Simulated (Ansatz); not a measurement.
Z-matrix (Å, degrees):
```
Ga
O 1 1.762
F 1 1.743 2 117.8
O 1 1.769 2 123.2 3 180.0
H 2 0.961 1 112.9 3 -180.0
H 4 0.960 1 113.2 2 -179.9
```

The species carries charge 0 and has multiplicity 1.

List the r2SCAN/def2-TZVPP orbital energies in eV (the Gaussian-basis code of Ansatz). (An estimate is asked.)

The calculation gave: Occupied: -10122.88, -1244.96, -1101.44, -1101.28, -1101.27, -665.34, -516.17, -516.15, -148.83, -101.83, -101.51, -101.46, -29.95, -26.41, -26.22, -21.32, -21.30, -21.29, -21.02, -20.97, -13.37, -12.53, -11.07, -9.77, -9.66, -9.20, -8.59, -8.48, -8.00. Lowest empty: -1.91, -0.46, 1.12, 1.47, 2.85, 3.89, 5.57, 6.03.
